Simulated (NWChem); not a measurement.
The numbers come from NWChem runs, not from measurements. System: Au2, charge 1, spin multiplicity 2, at the geometry of a parent with another charge or spin, in a state set for the comparison that need not be this species' ground state. Its SCF solution wasn't tested for a lower state. Level: ROCCSD(T)/def2-TZVP with def2 effective core potentials on Au, 8 core orbitals frozen.

The NWChem input:

```
start mol
memory heap 100 mb stack 700 mb global 1900 mb
charge 1
geometry units angstroms nocenter noautoz
  Au     0.000000     0.000000     1.273201
  Au     0.000000     0.000000    -1.273201
  symmetry group D2h
end
basis spherical
  * library def2-tzvp
end
ecp
  Au library def2-ecp
end
scf
  rohf
  nopen 1
  maxiter 100
  thresh 1e-7
  semidirect memsize 60000000 filesize 0
  # guess.movecs holds the orbitals of an unrestricted PBE0 run
  vectors input guess.movecs output mol.movecs
end
tce
  freeze core 8
  ccsd(t)
  2eorb
  2emet 13
  thresh 1e-6
  maxiter 100
  tilesize 24
end
task tce energy
```

Output (cleaned and shortened):

```
             Northwest Computational Chemistry Package (NWChem) 7.3.0
             --------------------------------------------------------

                                NWChem Input Module
                                -------------------

 Scaling coordinates for geometry "geometry" by  1.889725989
 (inverse scale =  0.529177249)

 Turning off AUTOSYM since
 SYMMETRY directive was detected!

                             Geometry "geometry" -> ""
                             -------------------------

 Output coordinates in angstroms (scale by  1.889725989 to convert to a.u.)

  No.       Tag          Charge          X              Y              Z
 ---- ---------------- ---------- -------------- -------------- --------------
    1 Au                  79.0000     0.00000000     0.00000000     1.27320100
    2 Au                  79.0000     0.00000000     0.00000000    -1.27320100

 Effective nuclear repulsion energy (a.u.)    1296.9653695713

            Nuclear Dipole moment (a.u.)
            ----------------------------
        X                 Y               Z
 ---------------- ---------------- ----------------
     0.0000000000     0.0000000000     0.0000000000

      Symmetry information
      --------------------

 Group name             D2h
 Group number             26
 Group order               8
 No. of unique centers     1

      Symmetry unique atoms

     1


 Summary of "ao basis" -> "" (spherical)
 ------------------------------------------------------------------------------
       Tag                 Description            Shells   Functions and Types
 ---------------- ------------------------------  ------  ---------------------
 *                         def2-tzvp                  on all atoms

 Summary of "ao basis" -> "ao basis" (spherical)
 ------------------------------------------------------------------------------
       Tag                 Description            Shells   Functions and Types
 ---------------- ------------------------------  ------  ---------------------
 Au                        def2-tzvp                14       40   6s4p3d1f
[...]
   Perturbative correction : (T)
            Max iterations :      100
        Residual threshold : 0.10D-05
     T(0) DIIS level shift : 0.00D+00
     L(0) DIIS level shift : 0.00D+00
     T(1) DIIS level shift : 0.00D+00
     L(1) DIIS level shift : 0.00D+00
     T(R) DIIS level shift : 0.00D+00
     T(I) DIIS level shift : 0.00D+00
   CC-T/L Amplitude update :  5-th order DIIS
                I/O scheme : Global Array Library
        L-threshold :  0.10D-05
        EOM-threshold :  0.10D-05
 no EOMCCSD initial starts read in
 TCE RESTART OPTIONS
 SLICE:      F
 D4D5:       F
 quantumc:   F
 qrotation:  F
 pwtce:      F
 qducc:      F
 nacto:                         0
 nrotv:                         0
 nrot:                          0

            Memory Information
            ------------------
          Available GA space size is     249024000 doubles
          Available MA space size is     104841972 doubles

 Maximum block size supplied by input
 Maximum block size        24 doubles

 tile_dim =     14

 -------------------------------------------------

 Global array virtual files algorithm will be used

 Parallel file system coherency ......... OK

 4-electron integrals stored in orbital form

 v2    file size   =           700645
 4-index algorithm nr.  13 is used
 imaxsize =       30
 imaxsize ichop =        0


CCSD iterations
 ---------------------------------------------------------
 Iter          Residuum       Correlation     Cpu    Wall
 ---------------------------------------------------------
    1   0.1654685695129  -0.5472706538417     7.5     7.5
    2   0.0291532109594  -0.5071006921814     8.3     8.3
    3   0.0120682674400  -0.5157410937110     9.5     9.5
    4   0.0082742403616  -0.5153213914710     8.6     8.6
    5   0.0057463816227  -0.5160873284706     8.6     8.6
    6   0.0034407280143  -0.5168785322859     8.3     8.3
    7   0.0019492808402  -0.5168290886901     8.9     8.9
    8   0.0014455260217  -0.5168408089850     8.4     8.4
    9   0.0010421111145  -0.5168456031455     8.2     8.2
   10   0.0008288618385  -0.5168828869896     8.0     8.0
   11   0.0002060945011  -0.5169866077662     5.8     5.8
   12   0.0000901007725  -0.5169644536573     5.4     5.4
   13   0.0000518223802  -0.5169715633635     6.1     6.1
   14   0.0000349064544  -0.5169718528984     5.6     5.6
   15   0.0000245676891  -0.5169733061096     5.5     5.5
   16   0.0000114882926  -0.5169753522986     6.0     6.0
   17   0.0000072282305  -0.5169755350556     6.3     6.3
   18   0.0000045625508  -0.5169756411639     6.2     6.2
   19   0.0000035373153  -0.5169756688873     5.6     5.6
   20   0.0000025859675  -0.5169757675263     5.5     5.5
   21   0.0000009595238  -0.5169759815866     5.6     5.6
 -----------------------------------------------------------------
 Iterations converged
 CCSD correlation energy / hartree =        -0.516975981586583
 CCSD total energy / hartree       =      -269.850225821056597

 Singles contributions
    20b1u (alpha) ---    18b1u (alpha)       -0.1086736516
    19ag  (beta ) ---     9ag  (beta )        0.1085848909

 Doubles contributions
 CCSD(T)
 Using plain CCSD(T) code
             total no. of tasks        34110
 total no. of tasks / no. procs        34110
                         wl_min            1           1.0
                         wl_max        21952           5.3
        thresh for no. of tasks        34110

 CCSD[T]  correction energy / hartree =        -0.012876041939183
 CCSD[T] correlation energy / hartree =        -0.529852023525766
 CCSD[T] total energy / hartree       =      -269.863101862995791
 CCSD(T)  correction energy / hartree =        -0.011021217800934
 CCSD(T) correlation energy / hartree =        -0.527997199387517
 CCSD(T) total energy / hartree       =      -269.861247038857528

 Task  times  cpu:      190.6s     wall:      190.6s

 Total times  cpu:      190.6s     wall:      190.6s
```
